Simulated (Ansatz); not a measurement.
Ansatz (a program for electronic structure) input:
A basis named .json is the Basis Set Exchange file of that set.

Ansatz 0.2 input:
```yaml
crystal:
  periodic: [false, false, false]
  atoms:
    - {symbol: Ge, position_ang: [-0.00000000, -0.00000000, -1.55357291]}
    - {symbol: Te, position_ang: [0.00000000, 0.00000000, 0.95604486]}
basis:
  gaussian:
    orbitals: def2-TZVPPD.json
    fitting: {mean_field: def2-universal-jkfit, correlation: def2-TZVPPD-RIFIT.json}
total_charge: 1
magnetization: {spin_polarized: true, initial_magnetization: 1}
correlation: {method: mp2, electrons: outside_noble_gas}
```

Question: Predict the final energy.

Answer: -2342.28693 Eh (RI-MP2/def2-TZVPPD). The basis has 113 functions.
